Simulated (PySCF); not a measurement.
Compound: TiH(NMe2)3, C6H19N3Ti (singlet state).
Geometry (PBE0-D3(BJ)/def2-SVP, Å), atoms numbered from 1 in this order:
```
atom  x, y, z in Å
Ti1   -0.051    0.088    0.640
H2    -0.182    0.329    2.358
N3     1.765   -0.001    0.191
C4     2.592    0.758   -0.699
C5     2.448   -1.039    0.920
H6     3.412    1.279   -0.165
H7     1.994    1.517   -1.226
H8     3.066    0.114   -1.467
H9     1.743   -1.573    1.584
H10    2.902   -1.793    0.245
H11    3.253   -0.640    1.566
N12   -0.869    1.533   -0.225
C13   -1.935    1.620   -1.178
C14   -0.304    2.797    0.173
H15   -2.790    2.213   -0.795
H16   -2.305    0.616   -1.434
H17   -1.604    2.104   -2.119
H18    0.509    2.644    0.907
H19    0.127    3.350   -0.686
H20   -1.050    3.457    0.656
N21   -0.920   -1.512    0.204
C22   -2.291   -1.520    0.645
C23   -0.488   -2.710   -0.455
H24   -3.000   -1.647   -0.199
H25   -2.542   -0.566    1.144
H26   -2.493   -2.326    1.377
H27    0.562   -2.617   -0.770
H28   -0.573   -3.600    0.201
H29   -1.092   -2.919   -1.361
```

Method used: PySCF 2.14.0, density-fitted response routines, TDDFT wB97X-D/def2-SVPD, vertical, gas phase, core orbitals frozen in the response.

Kohn–Sham orbitals with the atoms that hold most of them (Löwdin shares over 4%, at most four atoms; ? is withheld):

| orbital | ε (eV) | atoms |
| --- | --- | --- |
| LUMO+2 | 1.74 | Ti1 59% |
| LUMO+1 | 1.24 | Ti1 71%, N21 5%, N3 5% |
| LUMO | 1.23 | Ti1 71%, N12 6% |
| HOMO | -8.10 | ? |
| HOMO-1 | -8.33 | N12 26%, N3 25%, Ti1 14%, C14 5% |
| HOMO-2 | -8.34 | N21 33%, Ti1 14%, N3 9%, N12 9% |
| HOMO-3 | -9.17 | H2 48%, Ti1 43% |

(1) Give the leading atoms of the HOMO.

(2) The HOMO–LUMO gap is 9.33 eV. Where does the response calculation put the lowest singlet, and from which orbitals?

Results:

(1) N21 (bonded to 2 C and Ti) 19%; N3 (bonded to 2 C and Ti) 18%; N12 (bonded to 2 C and Ti) 17%; Ti1 (bonded to 3 N and H) 8%. By element: nitrogen 54%, titanium 8%.

(2) S1 is at 4.34 eV (f = 0.0045), 4.99 eV below the gap, made of HOMO→LUMO/LUMO+1 (≥66%), HOMO-2/HOMO-1→LUMO/LUMO+1 (≥23%). 

For S1 the Löwdin share of titanium is 8% in HOMO and 71% in LUMO (ligand-to-metal charge transfer by this measure).

Next come S2 at 4.36 eV (f 0.0044), HOMO→LUMO/LUMO+1 (≥64%), HOMO-2/HOMO-1→LUMO/LUMO+1 (≥25%); S3 at 4.40 eV (f 0.0012), HOMO-2/HOMO-1→LUMO/LUMO+1 (≥95%); S4 at 4.64 eV (f 0.013), HOMO-3→LUMO/LUMO+1 (≥61%), HOMO→LUMO/LUMO+1 (≥16%); S5 at 4.65 eV (f 0.016), HOMO-3→LUMO/LUMO+1 (≥56%), HOMO→LUMO/LUMO+1 (≥17%), HOMO-2/HOMO-1→LUMO/LUMO+1 (≥9%).

Orbitals of the list HOMO-3 to LUMO+2 that lie within 0.01 eV of each other are written together with a slash and their weights summed (≥ marks a lower bound); for degenerate orbitals outside that list single weights are arbitrary.
